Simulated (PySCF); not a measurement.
**Cr(6+): ionisation energy**

Cr(6+) [Ar] → Cr(7+) [Ne] 3s2 3p5 [3p1/2^2 3p3/2^3, M_J = 3/2], as a difference of total energies. Computed with PySCF 2.14 in an even-tempered Gaussian basis (21 s from 0.27 bohr⁻², ratio 2.4; 14 p from 0.35 bohr⁻², ratio 2.4; 5 d from 3.3 bohr⁻², ratio 2.6; 5 f from 4.9 bohr⁻², ratio 2.6), with the two-component X2C-1e Hamiltonian. Correlated levels: 1s2 frozen; the 52 highest virtual spinors dropped. "Screened" scales the spin-orbit matrix elements by Boettger's factors to mimic the two-electron term; Breit and QED terms are absent.

```
                    method  ionisation energy (eV)
           GHF (spin-free)                  159.41
          GMP2 (spin-free)                  160.12
 GHF (screened spin-orbit)                  158.98
GMP2 (screened spin-orbit)                  159.69
```

**Question.** Which method comes closest to the reference value, and which is furthest?

**Answer.** The reference is 160.29 ± 0.06 eV (semi-empirical (NIST evaluation); NIST Atomic Spectra Database, ionization energies). Closest: GMP2 (spin-free) (error -0.170 eV); furthest: GHF (screened spin-orbit) (error -1.310 eV).
